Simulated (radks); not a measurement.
Values are calculated unless marked as measured or tabulated.
Spherical quantum dot in the effective-mass picture: electrons in a well V = -V0 / (1 + exp((r - R)/a)) with V0 = 28.7, R = 1.68, a = 0.18, with a point charge +2 (a donor) at the centre, all in effective atomic units (hartree* = m*/eps^2 hartree, bohr* = eps/m* bohr), one dielectric constant everywhere. Level of theory: non-relativistic Kohn-Sham, r2SCAN, spin-polarised, spherical densities, generalised Kohn-Sham scheme (a radial shooting solver with Libxc functionals). Levels are named by radial order and angular momentum (1s, 1p, 1d, 2s, ...), and open shells are averaged over m.

N = 2, configuration 1s2. This is the lowest configuration that the search found. Occupied and some empty levels:

level  occupation  eigenvalue (hartree*)  <r> (bohr*)
1s              2                -28.281       0.6077
1p              0                -24.934       0.8895
2s              0                -22.656       0.8695
1d              0                -21.955        1.027

Energy (hartree*): total -59.0437, kinetic 5.3964, external -65.899, Hartree 2.9876, exchange-correlation -1.5283.
